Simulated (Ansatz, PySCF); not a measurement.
W(O)2(NH2)2 (H4N2O2W), SMILES [NH2][W]([NH2])(=[O])=[O], multiplicity 1. Atoms are numbered in the order given.

```xyz
9

W      0.0000     0.0000     0.0436
O     -0.0039    -1.4478     0.9783
O      0.0039     1.4478     0.9783
N      1.6215    -0.0051    -1.0544
H      2.1191    -0.8456    -1.3398
H      2.1229     0.8321    -1.3428
N     -1.6215     0.0051    -1.0544
H     -2.1229    -0.8321    -1.3428
H     -2.1191     0.8456    -1.3398
```

Geometry optimised at B3LYP-D3(BJ)/def2-SVP. The spin state was assumed, not searched. The def2 effective core potentials stand for the cores of W; spin–orbit coupling is left out. Other conformers were not sampled.

Two levels are set side by side: PBE-D3(BJ)/def2-SVP (Ansatz, a first-principles code) and B3LYP-D3(BJ)/def2-SVP (Ansatz). Each level has its own optimised geometry; the coordinates shown are those of the second. Frequencies come from the Hessian of PySCF at each geometry. Differences are taken from unrounded values.

| quantity | B3LYP-D3(BJ) | PBE-D3(BJ) | PBE-D3(BJ) minus B3LYP-D3(BJ) |
|---|---|---|---|
| mean bond length (Å) | 1.429 | 1.436 | 0.007 |
| bond W1–O2 (Å) | 1.723 | 1.734 | 0.011 |
| bond W1–O3 (Å) | 1.723 | 1.734 | 0.011 |
| bond W1–N4 (Å) | 1.958 | 1.961 | 0.003 |
| bond W1–N7 (Å) | 1.958 | 1.961 | 0.003 |
| bond N4–H5 (Å) | 1.018 | 1.024 | 0.007 |
| bond N4–H6 (Å) | 1.018 | 1.024 | 0.007 |
| bond N7–H8 (Å) | 1.018 | 1.024 | 0.007 |
| bond N7–H9 (Å) | 1.018 | 1.024 | 0.007 |
| highest harmonic wavenumber (cm⁻¹) | 3645 | 3579 | -66 |
| mean harmonic wavenumber (cm⁻¹) | 1178 | 1149 | -30 |
| zero-point energy (kcal/mol) | 35.38 | 34.49 | -0.89 |

GGA bonds tend to be longer and softer than those of functionals with exact exchange. Differences between two approximate levels are no errors against the true value.
